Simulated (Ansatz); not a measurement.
Other settings, tried on (BeO)6 prism (Be₆O₆).

```yaml
crystal:
  periodic: [false, false, false]
  atoms:
    - {symbol: Be, position_ang: [-1.096903, -1.189007, -0.328427]}
    - {symbol: O, position_ang: [-0.535665, -1.426517, 1.124156]}
    - {symbol: Be, position_ang: [0.865016, -0.711286, 1.212494]}
    - {symbol: O, position_ang: [1.868643, -0.302955, 0.069320]}
    - {symbol: Be, position_ang: [1.040536, -0.189799, -1.265907]}
    - {symbol: O, position_ang: [-0.337860, -0.840163, -1.663699]}
    - {symbol: Be, position_ang: [-0.865078, 0.711271, -1.212462]}
    - {symbol: O, position_ang: [-1.868691, 0.302872, -0.069360]}
    - {symbol: Be, position_ang: [-1.040565, 0.189889, 1.265840]}
    - {symbol: O, position_ang: [0.337893, 0.840187, 1.663661]}
    - {symbol: Be, position_ang: [1.097023, 1.188962, 0.328456]}
    - {symbol: O, position_ang: [0.535641, 1.426544, -1.124082]}
basis:
  gaussian: {orbitals: 6-31G, point_charges: [{charge: 0.50, position_ang: [5.198, 0.172, -0.444]}]}
hamiltonian: {xc: {name: B97M-V}}
scf: {omitted_lower_state_checks: [starts]}
```

```sh
$ ansatz run in.yaml --threads 4 --pin off --events-out ev --progress --plain --max-ram 4787MiB
```

Shortened log:

```
Functional definition: B97M-V
1314 factors; their error is unknown
mean field evaluation 1: about -14681.7980 eV, gradient 1.2e2 eV
mean field evaluation 2: about -14606.9536 eV, gradient 2.2e2 eV
mean field evaluation 4: about -14707.0714 eV, gradient 3.1e0 eV
mean field evaluation 8: about -14707.0749 eV, gradient 2.4e-1 eV
mean field evaluation 16: about -14706.9669 eV, gradient 3.2e-4 eV
mean field -14706.96685913 eV, -540.4710633327 hartree, gradient 5.8e-5 eV, S^2 0.000000; 0 other end points of the search recorded, 0 dependent functions left out
reference -14706.96693067 eV, -540.4710659617 hartree; 36, 36 occupied and 72, 72 virtual orbitals, 1314 factors
Total energy: -14706.96693067 eV, -540.4710659617 hartree
Checks for a lower state left out: starts
```

Hardware: 4 threads of Arm Neoverse V2 on a shared host. Wall time 7 s.
